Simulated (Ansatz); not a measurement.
Consider the silylene formation by 1,1-elimination: `C[SiH](F)CS` → `C[Si]F` + CH₃SH.

Calculated with Ansatz (gas phase, PBE0-D4/def2-TZVP geometries, no zero-point term in ΔE). CCSD(T)/CBS adds triple-zeta CCSD(T) − MP2 to the extrapolated MP2 energy (def2 sets, frozen cores). This one scheme is used for every species. DFT in def2-TZVPP. B3LYP here is the variant with VWN-RPA as its local correlation; programs differ in this. Each species was taken in one conformer, which may not be the lowest.

```
             level  ΔE (kJ/mol)  difference from CCSD(T)/CBS
            PBE-D4        195.9                         -6.5
         r2SCAN-D4        217.4                         15.0
           PBE0-D4        210.3                          7.9
          B3LYP-D4        193.3                         -9.1
           ωB97X-V        209.5                          7.1
           ωB97M-V        195.2                         -7.2
            B2PLYP        190.4                        -12.0
               PBE        184.0                        -18.4
              PBE0        199.8                         -2.6
SCS-MP2/def2-TZVPP        203.4                          1.0
CCSD(T)/def2-TZVPP        198.1                         -4.3
     HF/def2-QZVPP        185.1                        -17.3
    MP2/def2-QZVPP        217.3                         14.9
SCS-MP2/def2-QZVPP        205.8                          3.4
      HF/CBS(def2)        184.9                        -17.5
     MP2/CBS(def2)        219.5                         17.1
       CCSD(T)/CBS        202.4                            0
```

Largest T1 diagnostic among the species: 0.014.

In def2-TZVPP, CCSD(T) changes the Hartree–Fock value by +11.9 kJ/mol (the triples alone add +2.8 kJ/mol) and MP2 by +29.0 kJ/mol. The D4 term adds +18.9 kJ/mol with B3LYP and +10.5 kJ/mol with PBE0; it sums over pairs of atoms, weighted by their polarisabilities, and B3LYP, whose exchange is more repulsive, gets the larger term.
